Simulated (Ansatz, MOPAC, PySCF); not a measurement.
C$_{7}$H$_{7}$Cl$_{3}$Sn, SMILES `[Cl][Sn]([Cl])([Cl])[CH2]c1ccccc1` (Sn–C–C–C torsion 89°), neutral singlet in the gas phase. In the def2 sets core potentials replace the inner electrons of Sn.

Z-matrix (Å, degrees):
```
C
C 1 1.4017
C 2 1.3918 1 120.59
H 3 1.0924 2 119.69 1 179.69
H 2 1.0933 3 119.89 4 -0.56
C 3 1.3943 4 120.11 2 -179.88
H 6 1.0923 3 120.16 4 -0.05
C 6 1.3943 7 120.16 3 -179.77
C 8 1.3917 6 120.19 7 179.94
H 8 1.0924 9 119.69 1 -179.70
H 9 1.0933 8 119.88 10 0.56
C 1 1.4912 2 120.61 5 -1.12
H 12 1.0991 1 113.50 2 28.44
H 12 1.0991 13 109.19 1 -127.73
Sn 12 2.1550 13 105.57 14 -113.09
Cl 15 2.3375 12 110.44 13 178.82
Cl 15 2.3375 12 110.43 13 -62.49
Cl 15 2.3408 12 113.78 13 58.17
```
Charge 0, spin multiplicity 1.

All levels are single points at this geometry (PBE0-D3(BJ)/def2-SVP); Pople sets use spherical d functions. Orbital energies aren't observables, and empty levels follow the basis.

PM6 in MOPAC gives HOMO (eV) = -9.61.

Question: Estimate the HOMO (eV) from each of these levels: B3LYP-D3(BJ)/def2-TZVP in Ansatz (a program for electronic structure); CAM-B3LYP-D3(BJ)/def2-TZVP in Ansatz; B3LYP/6-31G* (LANL2DZ on Sn) in PySCF; PBE/6-31G* (LANL2DZ on Sn) in PySCF; PM7 in MOPAC.

Answer: 
```csv
level,HOMO (eV)
B3LYP-D3(BJ)/def2-TZVP in Ansatz,-7.09
CAM-B3LYP-D3(BJ)/def2-TZVP in Ansatz,-8.43
B3LYP/6-31G* (LANL2DZ on Sn) in PySCF,-6.94
PBE/6-31G* (LANL2DZ on Sn) in PySCF,-6.23
PM7 in MOPAC,-9.57
```
